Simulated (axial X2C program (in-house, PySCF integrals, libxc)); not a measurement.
# Outer orbitals of TaO⁻ at 1.721 Å, PBE0

All values were computed with an in-house relativistic program for diatomic molecules. Spin-free means the one-electron spin-free X2C Hamiltonian; two-component (2c) means X2C with spin–orbit coupling and atomic mean-field two-electron Coulomb and Gaunt terms, so the difference of the two also holds small scalar two-electron terms. Basis: Ta dyall-acv3z [14s15p10d7f4g], O dyall-av3z [7s6p3d2f] (cores contracted in-house); Gaussian nuclei, density fitting, unrestricted open shells. Masses: Ta 180.948 u, O 15.995 u.

The distance is close to the 2c PBE0 minimum; the highest filled and lowest empty levels are listed.

Spin-free orbitals, state M_S = 1, Λ = 0 (beyond evenly filled blocks: δ+α, δ-α) (Löwdin shares):

```tsv
symmetry	occupied	ε (eV)	atomic character
σβ	yes	-22.70	97% Ta f
π-α	yes	-22.69	100% Ta f
π+α	yes	-22.69	100% Ta f
δ+α	yes	-22.62	100% Ta f
δ-α	yes	-22.62	100% Ta f
π-β	yes	-22.57	100% Ta f
π+β	yes	-22.57	100% Ta f
φ-α	yes	-22.50	100% Ta f
φ+α	yes	-22.50	100% Ta f
δ+β	yes	-22.48	100% Ta f
δ-β	yes	-22.48	100% Ta f
φ-β	yes	-22.22	100% Ta f
φ+β	yes	-22.22	100% Ta f
σβ	yes	-19.27	67% O s, 11% Ta d, 8% Ta p
σα	yes	-19.05	67% O s, 11% Ta d, 8% Ta p
σβ	yes	-4.49	73% O p, 16% Ta d, 4% Ta p
σα	yes	-4.42	71% O p, 18% Ta d, 3% O s
π-β	yes	-4.13	74% O p, 18% Ta d, 4% Ta f
π+β	yes	-4.13	74% O p, 18% Ta d, 4% Ta f
π+α	yes	-4.05	70% O p, 22% Ta d, 3% Ta f
π-α	yes	-4.05	70% O p, 22% Ta d, 3% Ta f
σα	yes	-0.95	65% Ta s, 13% Ta d, 10% O p
σβ	yes	0.09	68% Ta s, 17% Ta p, 7% O p
δ+α	yes	0.45	98% Ta d
δ-α	yes	0.45	98% Ta d
π+β	no	1.91	99% Ta p
π-β	no	1.91	99% Ta p
σβ	no	1.92	95% Ta p, 3% Ta s
π+α	no	1.99	99% Ta p
π-α	no	1.99	99% Ta p
```

The highest filled level is positive, so this functional does not bind it, and the empty levels of an anion are set by the basis.

Spinors with spin–orbit coupling (state Ω = 1):

```tsv
ω	occupied	ε (eV)	atomic character	λ mixture
1/2	yes	-21.98	98% Ta f	51% σ, 49% π
-1/2	yes	-21.98	97% Ta f	57% σ, 43% π
3/2	yes	-21.89	100% Ta f	67% π, 33% δ
-3/2	yes	-21.85	100% Ta f	72% π, 28% δ
5/2	yes	-21.82	100% Ta f	79% δ, 21% φ
7/2	yes	-21.77	100% Ta f	100% φ
-5/2	yes	-21.75	100% Ta f	86% δ, 14% φ
-7/2	yes	-21.49	100% Ta f	100% φ
-1/2	yes	-19.24	66% O s, 11% Ta d, 8% Ta p	99% σ, 1% π
1/2	yes	-19.01	66% O s, 11% Ta d, 8% Ta p	100% σ, 0% π
-1/2	yes	-4.51	73% O p, 16% Ta d, 4% Ta p	97% σ, 3% π
1/2	yes	-4.45	71% O p, 19% Ta d, 3% Ta p	93% σ, 7% π
1/2	yes	-4.16	74% O p, 18% Ta d, 3% Ta f	93% π, 7% σ
-3/2	yes	-4.11	74% O p, 18% Ta d, 4% Ta f	100% π
-1/2	yes	-4.08	70% O p, 22% Ta d, 3% Ta f	97% π, 3% σ
3/2	yes	-4.02	70% O p, 22% Ta d, 3% Ta f	100% π
1/2	yes	-0.95	65% Ta s, 13% Ta d, 10% O p	100% σ
-1/2	yes	0.08	68% Ta s, 18% Ta p, 7% O p	100% σ, 0% π
-3/2	yes	0.21	97% Ta d	99% δ, 1% π
5/2	yes	0.67	97% Ta d	100% δ
1/2	no	1.91	99% Ta p	100% π
-3/2	no	1.91	99% Ta p	100% π
-1/2	no	1.92	95% Ta p, 4% Ta s	100% σ
-1/2	no	1.98	99% Ta p	100% π
3/2	no	1.99	99% Ta p	100% π
```

The highest filled level is positive, so this functional does not bind it, and the empty levels of an anion are set by the basis.

Problem. How does the gap between the highest filled and lowest empty level change from the spin-free to the 2c table?

Solution. From 1.46 to 1.24 eV at PBE0, a change of -0.22 eV.

Mulliken charges and populations of the two-component result (they depend on the basis, above all on diffuse functions):

Ta -0.31 e (s 11.68 p 24.24 d 23.32 f 14.06 g 0.02), O -0.69 e (s 3.93 p 4.72 d 0.04 f 0.01). ⟨Lz⟩ = 0.00 ħ and ⟨Sz⟩ = 1.00 ħ (1.08 and -0.08 on the two atoms), which add up to Ω.

Occupations by symmetry block were frozen at the best pattern of an incomplete PBE0 search. Density functionals use the spin component along the axis (collinear). PBE0 can misorder states that lie within some tenths of an eV, so this need not be the ground state of the molecule. The nearest other spin-free determinant of the search, M_S = 0, Λ = 4, lies 0.78 eV up at the distance of the search. With several unpaired electrons one determinant need not be a pure state. Open-shell Ω = 0 determinants with evenly filled partner blocks cannot be reached by this program, so the Ω shown need not be the lowest component. The highest occupied level of some functionals is positive through self-interaction error; at Hartree–Fock it is bound. The determinant is spin-polarised beyond a pure state at some levels (its spin-free form has ⟨S²⟩ too high), which makes Re and μ there less reliable.
